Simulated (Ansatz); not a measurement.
Basis sets compared for Mo(OH)F5 (MoOF₅H). Total charge 0; singlet. Geometry r2SCAN-D4/def2-SVP. Ansatz on 4 threads of Arm Neoverse V1 on a shared host; times are rough, and most runs start from earlier orbitals.

```xyz
8

Mo    0.1767    0.1083   -0.2362
O    -0.6338   -0.9755    0.9929
H    -1.2513   -1.0317    1.7368
F     0.8753    1.3677   -1.3759
F     1.3054   -1.1993   -0.8531
F    -0.9434    1.4616    0.3398
F     1.4758    0.6152    0.9663
F    -1.0048   -0.3462   -1.5706
```

In the def2 sets Mo takes a core potential; there is no spin–orbit coupling.

Binding counts from free atoms (Mo septet, O triplet, H doublet, F doublet) in the same basis, without a counterpoise term.

| level | functions | energy (Eh) | HOMO (eV) | LUMO (eV) | binding per atom (eV) | wall time |
| --- | --- | --- | --- | --- | --- | --- |
| PBE-D4/def2-SVP | 120 | -642.5314 | -9.41 | -5.48 | 4.48 | 1.2 s |
| PBE-D4/def2-TZVP (with forces) | 232 | -643.2510 | -9.54 | -5.57 | 4.33 | 3.1 s |
| B97M-V/def2-TZVP | 232 | -643.5427 | -10.15 | -5.76 | 4.04 | 10 s |
| PBE0-D4/def2-SVP | 120 | -642.4230 | -11.49 | -5.22 | 3.98 | 1.7 s |
| PBE0-D4/def2-TZVP | 232 | -643.1463 | -11.49 | -5.17 | 3.88 | 3.7 s |

(1) Estimate the rows for PBE-D4/def2-TZVPD, B97M-V/def2-TZVPD, PBE0-D4/def2-TZVPD.

## Answers

(1) 
```tsv
level	functions	energy (Eh)	HOMO (eV)	LUMO (eV)	binding per atom (eV)	wall time
PBE-D4/def2-TZVPD	289	-643.2583	-9.52	-5.56	4.32	3.8 s
B97M-V/def2-TZVPD	289	-643.5492	-10.12	-5.74	4.05	15 s
PBE0-D4/def2-TZVPD	289	-643.1543	-11.44	-5.12	3.89	6 s
```
